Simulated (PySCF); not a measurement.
**Potential energy of SrTe along the bond**

Set-up: basis Sr def2-SVP with ECP28, Te def2-SVP with ECP28; scalar-relativistic core potentials; PySCF 2.14. Energies in eV from Sr + Te in their ground configurations at the same level. State: ¹Σ⁺ (singlet), closed shell.

Curves on a restricted Hartree–Fock reference rise too fast on stretching and do not dissociate correctly.

```csv
R (Å),RHF
2.414,0.446
2.526,-0.333
2.639,-0.788
2.723,-0.971
2.807,-1.052
2.891,-1.055
3.003,-0.969
3.144,-0.767
3.312,-0.452
3.537,-0.009
```

Task: Put a parabola through the three lowest points of the RHF curve and estimate Re, k and ωe (reduced mass 52.43 u; 1 eV/Å² = 0.16022 mdyn/Å; ωe = 1302.8·√(k/μ) cm⁻¹).

Result: Through R = 2.807, 2.891, 3.003 Å the second-order coefficient is 4.10 eV/Å², so Re ≈ 2.853 Å, k ≈ 1.31 mdyn/Å and ωe ≈ 206 cm⁻¹. A polynomial fit of higher order to the unrounded RHF energies gives Re = 2.852 Å, k = 1.53 mdyn/Å, ωe = 222 cm⁻¹; anharmonicity and rounding make the difference.

The higher-order fit for each curve: RHF: Re = 2.852 Å, ωe = 222 cm⁻¹, De = 1.06 eV.

Spin–orbit coupling is left out, which matters for elements this heavy, above all for dissociation energies. Where the molecule has an RHF reference, its open-shell atoms are computed with UHF. Hartree–Fock leaves out correlation, which carries a large part of most bond energies and some tenths to 1 eV of ionisation energies.
